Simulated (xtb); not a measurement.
xtb input (GFN1-xTB):

```bash
xtb mol.xyz --gfn 1 --opt tight --chrg 1 --uhf 0
```
mol.xyz:
```
3

Bi     0.80742185     0.42617763     0.28107635
I     -0.98694290     1.24680482    -1.59755100
I     -0.27751018    -1.91421507     1.15737482
```

Output:

```
           -------------------------------------------------
          |                Calculation Setup                |
           -------------------------------------------------

           -------------------------------------------------
          |                 G F N 1 - x T B                 |
           -------------------------------------------------

        Reference                      10.1021/acs.jctc.7b00118
      * Hamiltonian:
        H0-scaling (s, p, d)           1.850000    2.250000    2.000000
        zeta-weighting                 0.000000
      * Dispersion:
        s8                             2.400000
        a1                             0.630000
        a2                             5.000000
        s9                             0.000000
      * Repulsion:
        kExp                           1.500000
        rExp                           1.000000
      * Coulomb:
        alpha                          2.000000
        third order                    atomic
        anisotropic                    false
      * Halogen bond correction:
        rad-scale                      1.300000
        damping                        0.440000

          ...................................................
          :                      SETUP                      :
          :.................................................:
          :  # basis functions                  24          :
          :  # atomic orbitals                  22          :
          :  # shells                            8          :
          :  # electrons                        18          :
          :  # halogen bonds                     0          :
          :  max. iterations                   250          :
          :  Hamiltonian                  GFN1-xTB          :
          :  restarted?                      false          :
          :  GBSA solvation                  false          :
          :  PC potential                    false          :
          :  electronic temp.          300.0000000     K    :
          :  accuracy                    1.0000000          :
          :  -> integral cutoff          0.2500000E+02      :
          :  -> integral neglect         0.1000000E-07      :
          :  -> SCF convergence          0.1000000E-05 Eh   :
          :  -> wf. convergence          0.2000000E-04 e    :
          :  Broyden damping             0.4000000          :
          :  net charge                          1          :
          :  unpaired electrons                  0          :
          ...................................................

 iter      E             dE          RMSdq      gap      omega  full diag
   1     -9.7434687 -0.974347E+01  0.547E+00    2.45       0.0  T
   2     -9.7010590  0.424097E-01  0.319E+00    1.50       1.0  T
   3     -9.7129860 -0.119270E-01  0.486E+00    2.69       1.0  T
   4     -9.7625557 -0.495697E-01  0.533E-01    2.12       1.0  T
   5     -9.7635854 -0.102965E-02  0.960E-02    2.02       1.0  T
   6     -9.7636123 -0.269423E-04  0.146E-02    2.03       3.9  T
   7     -9.7636127 -0.410890E-06  0.359E-04    2.03     161.0  T
[...]
 integral evaluation            ...        0 min,  0.001 sec ( 36.272%)
 iterations                     ...        0 min,  0.001 sec ( 16.971%)
 molecular gradient             ...        0 min,  0.001 sec ( 39.616%)
 printout                       ...        0 min,  0.000 sec (  2.912%)

         :::::::::::::::::::::::::::::::::::::::::::::::::::::
         ::                     SUMMARY                     ::
         :::::::::::::::::::::::::::::::::::::::::::::::::::::
         :: total energy              -9.750451109771 Eh    ::
         :: gradient norm              0.000010966549 Eh/a0 ::
         :: HOMO-LUMO gap              1.959904326636 eV    ::
         ::.................................................::
         :: SCC energy                -9.762869506280 Eh    ::
         :: -> electrostatic           0.136862173863 Eh    ::
         :: repulsion energy           0.013974969720 Eh    ::
         :: dispersion energy         -0.001556573211 Eh    ::
         :: halogen bond corr.         0.000000000000 Eh    ::
         :: add. restraining           0.000000000000 Eh    ::
         :: total charge               1.000000000000 e     ::
         :::::::::::::::::::::::::::::::::::::::::::::::::::::

           -------------------------------------------------
          |                Property Printout                |
           -------------------------------------------------

    * Orbital Energies and Occupations

         #    Occupation            Energy/Eh            Energy/eV
      -------------------------------------------------------------
         1        2.0000           -1.1124270             -30.2707
         2        2.0000           -1.0675222             -29.0488
         3        2.0000           -1.0636816             -28.9443
         4        2.0000           -0.6626353             -18.0312
         5        2.0000           -0.6484613             -17.6455
         6        2.0000           -0.6297786             -17.1371
         7        2.0000           -0.6090381             -16.5728
         8        2.0000           -0.6060745             -16.4921
         9        2.0000           -0.6034094             -16.4196 (HOMO)
        10                         -0.5313842             -14.4597 (LUMO)
        11                         -0.4174853             -11.3604
        12                         -0.3964614             -10.7883
        13                         -0.2605661              -7.0904
        14                         -0.2593600              -7.0575
        15                         -0.2545062              -6.9255
        16                         -0.2522869              -6.8651
        17                         -0.2473104              -6.7297
        18                         -0.2429653              -6.6114
        19                         -0.2344482              -6.3797
        20                         -0.2077713              -5.6537
       ...                                ...                  ...
        22                          0.0236413               0.6433
      -------------------------------------------------------------
                  HL-Gap            0.0720252 Eh            1.9599 eV
             Fermi-level           -0.5673968 Eh          -15.4397 eV

  Mulliken/CM5 charges         n(s)   n(p)   n(d)
     1Bi    0.87564  0.86336   2.054  2.071  0.000
     2I     0.06218  0.06832   1.996  4.975 -0.033
     3I     0.06218  0.06833   1.996  4.975 -0.033

Wiberg/Mayer (AO) data.
largest (>0.10) Wiberg bond orders for each atom

 ---------------------------------------------------------------------------
     #   Z sym  total        # sym  WBO       # sym  WBO       # sym  WBO
 ---------------------------------------------------------------------------
     1  83 Bi   2.545 --     3 I    1.272     2 I    1.272
     2  53 I    1.393 --     1 Bi   1.272     3 I    0.120
     3  53 I    1.393 --     1 Bi   1.272     2 I    0.120
 ---------------------------------------------------------------------------

Topologies differ in total number of bonds
Writing topology from bond orders to xtbtopo.mol

 dipole moment from electron density (au)
     X       Y       Z
   1.7058   0.9003   0.5938  total (Debye):    5.130
Note: The following floating-point exceptions are signalling: IEEE_DENORMAL
normal termination of xtb

           -------------------------------------------------
          |                Geometry Summary                 |
           -------------------------------------------------

      molecular mass/u    :      462.7893429
   center of mass at/Å    :        0.0237120       0.0125142       0.0082556
  moments of inertia/u·Å² :        0.3557186E+03   0.1109939E+04   0.1465657E+04
rotational constants/cm⁻¹ :        0.4739036E-01   0.1518790E-01   0.1150176E-01

 * 2 selected distances

     #   Z          #   Z                                           value/Å
     1  83 Bi       2  53 I                                       2.7343907 (max)
     1  83 Bi       3  53 I                                       2.7343605 (min)

 * 1 distinct bonds (by element types)

   Z      Z             #   av. dist./Å        max./Å        min./Å
  53 I   83 Bi          2     2.7343756     2.7343907     2.7343605

optimized geometry written to: xtbopt.xyz

           -------------------------------------------------
          | TOTAL ENERGY               -9.750451109771 Eh   |
          | GRADIENT NORM               0.000010966549 Eh/α |
          | HOMO-LUMO GAP               1.959904326636 eV   |
           -------------------------------------------------

------------------------------------------------------------------------
------------------------------------------------------------------------
 total:
 SCF:
 ANC optimizer:
```

It need not be the lowest isomer of its formula.
